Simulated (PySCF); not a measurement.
Isomers of C4H12GeSi, from PBE0-D3(BJ)/def2-SVP geometry optimisation, gas phase in PySCF. One conformer each, no zero-point energy, no frequencies.

Task: Which is lower in electronic energy at this level?
A. `[SiH3:1][GeH2:2][CH:3]1[CH2:4][CH2:5][CH2:6]1` with Si1–Ge2–C3–C4 49°, Ge2–C3–C4–C5 -100°, C3–C4–C5–C6 -16°, C4–C5–C6–C3 16°, Ge2–C3–C6–C5 101°: A = 2515, B = 1394, C = 1073 MHz, dipole 1.09 D
B. `[CH3:1][C@@H:2]1[CH2:3][C@H:4]1[SiH2:5][GeH3:6]` with C3–C4–Si5–Ge6 150°: A = 3381, B = 793.8, C = 674.9 MHz, dipole 1.25 D

Result: B. That is `C[C@@H]1C[C@H]1[SiH2][GeH3]`, 4.3 kcal/mol below the other.

| SMILES | mapped SMILES | E (Eh) | relative (kcal/mol) | relative (kJ/mol) | dipole (D) |
| --- | --- | --- | --- | --- | --- |
| C[C@@H]1C[C@H]1[SiH2][GeH3] | [CH3:1][C@@H:2]1[CH2:3][C@H:4]1[SiH2:5][GeH3:6] | -2525.08596 | 0.0 | 0.0 | 1.25 |
| [SiH3][GeH2][CH]1CCC1 | [SiH3:1][GeH2:2][CH:3]1[CH2:4][CH2:5][CH2:6]1 | -2525.07907 | 4.3 | 18.1 | 1.09 |

As drawn, the lower has a three-membered ring and an Si–C bond, which the higher lacks; the higher has a four-membered ring, which the lower lacks.
